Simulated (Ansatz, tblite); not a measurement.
Cost and result up the ladder for AsH2(OMe) (CH₅AsO) (8 atoms). Total charge 0; singlet. Geometry: B3LYP-D4/def2-TZVP.

```xyz
8

As   -1.0288    0.6771    1.0088
H    -1.8071    1.8518    0.4212
H    -2.1129   -0.3185    0.5505
O     0.0485    0.5425   -0.4457
C     1.0235   -0.4855   -0.3830
H     1.6155   -0.4422    0.5394
H     1.6931   -0.3448   -1.2318
H     0.5681   -1.4803   -0.4594
```

Ansatz on 4 threads of Arm Neoverse V1 on a shared host; xTB runs through tblite on one thread. Times are rough, summed over both states, and most runs start from the orbitals of an earlier one. PBE0-D4/def2-TZVP serves as the yardstick here, not as an exact answer. The other state is a triplet.

The xTB rows come from tblite.

xTB has no spin-polarisation term.

| level | functions | wall time | vertical triplet (eV) | difference from PBE0-D4/def2-TZVP (eV) |
| --- | --- | --- | --- | --- |
| GFN2-xTB | 22 | 0.006 s | 6.06 | 1.80 |
| GFN1-xTB | 27 | 0.007 s | 5.87 | 1.61 |
| PBE-D4/def2-TZVP | 140 | 2.6 s | 4.09 | -0.18 |
| PBE0-D4/def2-TZVP | 140 | 4.3 s | 4.26 | 0.00 |
| r2SCAN-D4/def2-TZVP | 140 | 6 s | 4.17 | -0.10 |
